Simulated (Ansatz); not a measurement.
The same ligand exchange along the group B, Al, In.

Calculated with Ansatz (gas phase, PBE0-D4/def2-TZVP geometries, no zero-point term in ΔE). CCSD(T)/CBS adds triple-zeta CCSD(T) − MP2 to the extrapolated MP2 energy (def2 sets, frozen cores). This one scheme is used for every species. Functionals use def2-TZVPP. def2 core potentials past Kr. For In, Se outer-core shells are correlated without core-valence functions, which leaves a few kJ/mol of doubt a bond. Scalar relativity is left out up to krypton. One conformer a species, not always the lowest.

| reaction | ωB97M-V (kcal/mol) | r2SCAN-D4 (kcal/mol) | MP2/CBS(def2) (kcal/mol) | LDA (SPW92) (kcal/mol) |
| --- | --- | --- | --- | --- |
| `FB(Cl)Cl` + H₂Se → `FB(Cl)[SeH]` + HCl | 5.5 | 4.9 | 3.5 | 4.5 |
| `[F][Al]([Cl])[Cl]` + H₂Se → `[F][Al]([Cl])[SeH]` + HCl | 9.0 | 8.8 | 8.0 | 7.0 |
| `[F][In]([Cl])[Cl]` + H₂Se → `[F][In]([Cl])[SeH]` + HCl | -1.7 | -2.3 | -3.8 | -4.1 |

(1) Give the CCSD(T)/CBS values in the same order. (Estimate.)

Largest T1 diagnostic: 0.014, for `[F][In]([Cl])[Cl]`.

## Answers

(1) The calculation gave: 3.8, 8.2, -2.9 kcal/mol.
